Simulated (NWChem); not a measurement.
Species: CdCl cation; SMILES [Cl][Cd+]

Results from NWChem. Geometry: optimised at PBE0/def2-SVP. def2 effective core potentials on Cd; no spin-orbit coupling. Vertical excitations in the gas phase.

Question: Predict the results for Hartree-Fock/def2-SVPD, CIS. Quantities: lowest excitation, singlet (eV); oscillator strength of that lowest state; lowest state with f > 0.02, singlet (eV); oscillator strength of that bright state; orbital gap (eV).

Answer: The lowest excitation, singlet (eV) is 3.82 and the oscillator strength of that lowest state comes out as 0.010. The lowest state with f > 0.02, singlet (eV) comes out as 5.59 and the oscillator strength of that bright state is 0.240. The orbital gap (eV) comes out as 9.47.
